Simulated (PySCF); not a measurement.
**How methods differ on the excitation energy of Ag⁺**

Ag⁺ [Kr] 4d10 (1S) → Ag⁺ [Kr] 4d9 5s1 (3D), as a difference of total energies. All numbers are calculated (PySCF 2.14, scalar relativity through the core potential, in def2-TZVPPD with the def2 core potential (28 electrons) (6s4p3d2f1g, 56 functions)). Correlated levels: valence and next inner shell: nothing frozen outside the core potential. The calculations carry no spin-orbit coupling.

| method | excitation energy (eV) |
| --- | --- |
| UHF | 4.400 |
| MP2 (valence and next inner shell) | 5.170 |
| SCS-MP2 (valence and next inner shell) | 5.134 |
| CCSD (valence and next inner shell) | 4.904 |
| CCSD(T) (valence and next inner shell) | 4.923 |

Problem. How much does correlation contribute at CCSD(T) (valence and next inner shell)?

Solution. 4.923 − (4.400) = 0.523 eV, measured against UHF.

Errors of the correlated levels include the incompleteness of this basis.

For comparison: 5.035 eV (measured; NIST levels, between the centres of gravity of the two terms).
